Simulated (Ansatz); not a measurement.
Relaxation of BrGeH5O (8 atoms, charge 0, multiplicity 1), to a largest force component of 0.03 eV/Å in at most 50 steps.

Theory: Ansatz 0.2.0, RKS PBE-D4/def2-mTZVP.

```xyz
8
Properties=species:S:1:pos:R:3
Ge -0.740 0.675 -0.135
Br 1.034 -2.433 -1.095
H -0.015 0.856 -1.495
H -1.429 2.002 0.289
H -1.723 -0.513 -0.115
H 1.175 -1.689 0.186
O 0.486 0.226 1.173
H 1.213 0.877 1.193
```

**Question.** Where does it end, and by what steps?

**Answer.** It converged. After 9 steps the energy has fallen by 0.161 eV; Br2 moved furthest, 0.67 Å.

```tsv
step	energy less start (eV)	largest force component (eV/Å)	accepted
0	0.0000	0.551	yes
1	-0.0552	0.297	yes
2	-0.1186	0.306	yes
3	-0.1472	0.213	yes
4	-0.1556	0.080	yes
5	-0.1590	0.069	yes
6	-0.1598	0.069	yes
7	-0.1589	0.155	no
8	-0.1603	0.072	yes
9	-0.1605	0.009	yes
```

```xyz
8
Properties=species:S:1:pos:R:3
Ge -0.830 0.731 -0.172
Br 1.528 -2.547 -0.660
H -0.218 1.004 -1.565
H -1.274 2.042 0.521
H -1.935 -0.338 -0.197
H 1.040 -1.388 0.170
O 0.453 -0.040 0.902
H 1.236 0.535 1.002
```

Run time: 19 s on 2 threads of Arm Neoverse V2 (shared host), peak memory 0.14 GiB.
